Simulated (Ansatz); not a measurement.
Stepwise reaction of `CB[SiH](C)N` with hydrogen, as a gas-phase model of exchange steps in deposition or etching. ΔE in kJ/mol.

Computed with Ansatz on PBE0-D4/def2-TZVP structures; ΔE is electronic, products minus reactants. CCSD(T)/CBS is the MP2 limit (def2-TZVPP, def2-QZVPP) plus CCSD(T) − MP2 in def2-TZVPP, frozen cores. This one scheme is used for every species. Functionals use def2-TZVPP. B3LYP here is the variant with VWN-RPA as its local correlation; programs differ in this. Each species was taken in one conformer, which may not be the lowest.

```
step                                reaction  PBE-D4  B3LYP-D4  ωB97M-V  CCSD(T)/CBS
   1  `CB[SiH](C)N` + H₂ → `CB[SiH2]N` + CH₄   -23.2     -28.0    -24.9        -24.3
   2     `CB[SiH2]N` + H₂ → `B[SiH2]N` + CH₄   -10.0     -18.5    -16.8        -18.0
```

Question: By hand: ΔE of the 2 steps together at CCSD(T)/CBS.

Answer: (-24.3) + (-18.0) = -42.3 kJ/mol, or -21.1 kJ/mol a step.

In ΔE each step is higher than the one before. All are downhill at CCSD(T)/CBS. PBE-D4 differs from CCSD(T)/CBS by 1.1 to 8.0 kJ/mol a step. Only this route is followed, and other bonds may react first. Isolated molecules leave out the surface, adducts and barriers. Largest T1 diagnostic: 0.011.
